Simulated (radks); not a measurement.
The numbers below are computed, except where a source is named.
All-electron atom: Pb IV in [Xe] 4f14 5d10 7s1 (not the ground configuration). Code: a radial shooting solver on a logarithmic mesh with Libxc functionals. Model: scalar-relativistic Kohn-Sham, PBE, spin-polarised, spherical densities, point nucleus; open shells are filled with parallel spins first (spin-orbit coupling, left out, can overturn this in heavy ions).

Unscreened Slater integrals over Kohn-Sham orbitals (cm^-1). They are taken over the spin-up orbitals.

integral,value
"F0(7s,7s)",46498
"F0(7s,5d)",59883
"G2(7s,5d)",3643.5
"F0(7s,5p)",61030
"G1(7s,5p)",2006.6
"F0(7s,4f)",63095
"G3(7s,4f)",952.12
"F0(5d,5d)",156870
"F2(5d,5d)",82504
"F4(5d,5d)",55229
"F0(5d,5p)",174860
"F2(5d,5p)",88702
"G1(5d,5p)",108180
"G3(5d,5p)",67422
"F0(5d,4f)",201480
"F2(5d,4f)",48979
"F4(5d,4f)",22998
"G1(5d,4f)",14870
"G3(5d,4f)",14669
"G5(5d,4f)",11937
"F0(5p,5p)",202340
"F2(5p,5p)",109250
"F0(5p,4f)",249680
"F2(5p,4f)",77054
"G2(5p,4f)",27149
"G4(5p,4f)",23614
"F0(4f,4f)",441190
"F2(4f,4f)",221820
"F4(4f,4f)",141870
"F6(4f,4f)",102880
